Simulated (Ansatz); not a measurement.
Geometry optimisation, Ansatz 0.2.0, RHF/def2-SVP.

Input file:

```yaml
crystal:
  periodic: [false, false, false]
  atoms:
    - { symbol: Sn, position_ang: [0.0, 0.0, 0.0] }
    - { symbol: H, position_ang: [0.0, 0.0, 2.09] }
    - { symbol: Cl, position_ang: [2.2726, 0.0, -0.8025] }
    - { symbol: H, position_ang: [-0.8195, 1.4198, -0.5794] }
    - { symbol: H, position_ang: [-0.8195, -1.4198, -0.5794] }
    - { symbol: "N", position_ang: [1.2587, 1.8982, 0.7568] }
    - { symbol: H, position_ang: [2.1152, 1.7577, 1.3652] }
    - { symbol: H, position_ang: [0.958, 2.877, 0.4826] }
    - { symbol: H, position_ang: [0.6034, 0.91, 1.9721] }
basis:
  gaussian: { orbitals: def2-SVP }
hamiltonian:
  xc: hf
relax:
  f_tol: 0.15
  max_steps: 25
  restrain:
    - { distance: [0, 5], at: 2.1, k: 30.0 }
    - { distance: [8, 1], at: 0.66, k: 30.0 }
    - { distance: [0, 1], at: 2.94, k: 30.0 }
    - { distance: [8, 5], at: 2.26, k: 30.0 }
```

Run as:

```bash
$ ansatz run input.yaml --threads 1 --pin off --max-ram 2048MiB --backend cpu --events-out ev --progress --plain --runs-dir out
```

Problem. Where does it end, and by what steps?

Solution. The run converged. The restraints hold the end off the free minimum. After 11 steps the energy has fallen by 4.802 eV (the restraints' own energy left out); H5 moved furthest, 1.20 Å. Joined: H2–H9 (1.10 → 0.71 Å).

```csv
step,energy less start (eV),largest force component (eV/Å),accepted
0,0.0000,3.951,yes
1,-0.6524,2.460,yes
2,-1.4669,2.132,yes
3,-2.7454,2.194,yes
4,-3.5651,1.663,yes
5,-4.0980,1.103,yes
6,-4.4696,0.890,yes
7,-4.7071,1.154,yes
8,-4.7486,1.237,yes
9,-4.7786,1.469,yes
10,-4.8002,1.510,yes
11,-4.8022,1.546,yes
```

```xyz
9
Properties=species:S:1:pos:R:3
Sn 0.316 0.479 -0.388
H -0.041 -0.079 2.491
Cl 2.107 -0.165 -1.808
H -0.842 1.248 -1.365
H -0.184 -0.965 0.327
N 1.019 1.907 0.938
H 1.832 1.633 1.461
H 1.244 2.775 0.482
H 0.117 0.610 2.567
```

Run time: 30 s on 1 thread of Arm Neoverse V1, on a shared host, peak memory 0.17 GiB.
